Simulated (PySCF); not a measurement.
# Dipole moment and polarisability of `CN(C)BBr`

C₂H₇BBrN.
Cartesian coordinates in Å at the PBE0-D3(BJ)/def2-SVP level; atoms count from 1:
```
atom  x, y, z in Å
C1     0.1520    0.6778   -1.1137
N2     0.1694   -0.1848    0.0480
C3    -0.9397    0.0324    0.9471
B4     1.1889   -1.1142    0.2193
Br5    1.2626   -2.2996    1.7442
H6    -0.7714    0.5290   -1.7005
H7     1.0132    0.4624   -1.7580
H8     0.1913    1.7407   -0.8173
H9    -0.8738   -0.6460    1.8060
H10   -1.8998   -0.1421    0.4311
H11   -0.9430    1.0724    1.3171
H12    2.0724   -1.2125   -0.5921
```

Level: CAM-B3LYP/def2-SVPD (PySCF), static field, nuclei fixed, core orbitals frozen in the response. The polarisability tensor in these axes (au):

```
x    67.97 -11.32   1.39
y   -11.32  73.33 -12.86
z     1.39 -12.86  70.89
```

Question: Give the principal values, the mean and the anisotropy Δα = √{½[(α1 − α2)² + (α2 − α3)² + (α1 − α3)²]}.

Answer: Principal values 54.92, 67.90 and 89.37 au; mean 70.73 au = 10.48 Å³ = 11.66 × 10⁻⁴⁰ C²·m²/J; Δα = 30.14 au (43 % of the mean).

Question: What is the dipole moment, and where does it point?

Answer: (-1.57, 2.22, -1.33) D, 3.02 D in size, pointing from the negative to the positive side. Measured along this direction, the outermost atoms are Br5 at the negative end and H8 and H6 at the positive end.

Question: Give the principal axes and the span of the nuclei along them.

Answer: Largest value along (-0.42, 0.73, -0.54), where the nuclei span 4.78 Å; middle along (0.73, -0.08, -0.68), 3.82 Å; least along (0.54, 0.68, 0.50), 1.79 Å. The response follows the extents in order.

Question: Rayleigh depolarisation ratio (linearly polarised light, static tensor)?

Answer: ρ = 3Δα²/(45ᾱ² + 4Δα²) = 2724.5/(225139 + 3632.6) = 0.0119.

Question: Find the Langevin capture rate constant for H3O+ (19.018 u) meeting this molecule (134.985 u), k = 2.342 × 10⁻⁹ cm³/s × √(α in Å³ / reduced mass in u).

Answer: The reduced mass is 16.67 u, so k = 1.86 × 10⁻⁹ cm³/s. The formula leaves out the permanent dipole, which adds to the capture rate.

Question: Refractivity n − 1 of an ideal gas of it at 500 K and 1 atm, from the electronic α?

Answer: N = p/kT = 1.4678 × 10¹⁹ cm⁻³, so n − 1 = 2π × N × 10.48 × 10⁻²⁴ cm³ = 967 × 10⁻⁶ at long wavelengths.

Geometry: PBE0-D3(BJ)/def2-SVP; no solvent, vibrations or thermal averaging. The calculation is non-relativistic, for bromine too.
